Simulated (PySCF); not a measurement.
Te(Me)(SH) (CH₄STe), SMILES [Te](C)S. Atoms are numbered in the order given.

```xyz
7

Te     0.0658     0.3594     0.4353
C      1.8931     0.2150    -0.7427
H      2.6091     0.9316    -0.3140
H      1.6655     0.4828    -1.7813
H      2.2926    -0.8042    -0.6784
S     -1.2753    -1.1432    -0.9433
H     -0.9426    -2.2949    -0.3105
```
Charge 0, spin multiplicity 1.

The structure is a stationary point at B3LYP-D3(BJ)/def2-SVP. The def2 effective core potentials stand for the cores of Te; spin–orbit coupling is left out. The values are those of a single conformer.

Calculation: PySCF with B3LYP-D3(BJ)/def2-SVP.

Frequencies are harmonic and unscaled.

| mode | ν (cm⁻¹) | IR (km/mol) | Raman (Å⁴/amu) | depolarisation | moving atoms (share of kinetic energy) |
|---|---|---|---|---|---|
| 1 | 90 | 0.0 | 0.0 | – | H 98 % |
| 2 | 147 | 0.2 | 6.5 | 0.72 | C 42 %, S 24 %, H 23 %, Te 11 % |
| 3 | 285 | 16.8 | 10.7 | 0.74 | H 95 % |
| 4 | 342 | 6.1 | 17.2 | 0.30 | S 79 %, Te 20 % |
| 5 | 506 | 4.0 | 32.9 | 0.27 | C 74 %, H 15 %, Te 10 % |
| 6 | 762 | 2.0 | 19.6 | 0.55 | H 97 % |
| 7 | 823 | 11.3 | 3.2 | 0.68 | H 84 %, C 16 % |
| 8 | 835 | 8.1 | 2.9 | 0.71 | H 88 %, C 12 % |
| 9 | 1234 | 12.6 | 1.9 | 0.34 | H 85 %, C 15 % |
| 10 | 1424 | 7.1 | 15.5 | 0.75 | H 95 % |
| 11 | 1440 | 8.1 | 11.6 | 0.72 | H 95 % |
| 12 | 2646 | 2.1 | 159.4 | 0.27 | H 97 % |
| 13 | 3053 | 9.5 | 151.7 | 0.03 | H 98 % |
| 14 | 3167 | 1.5 | 91.7 | 0.75 | H 90 %, C 10 % |
| 15 | 3191 | 0.6 | 62.8 | 0.75 | H 90 %, C 10 % |
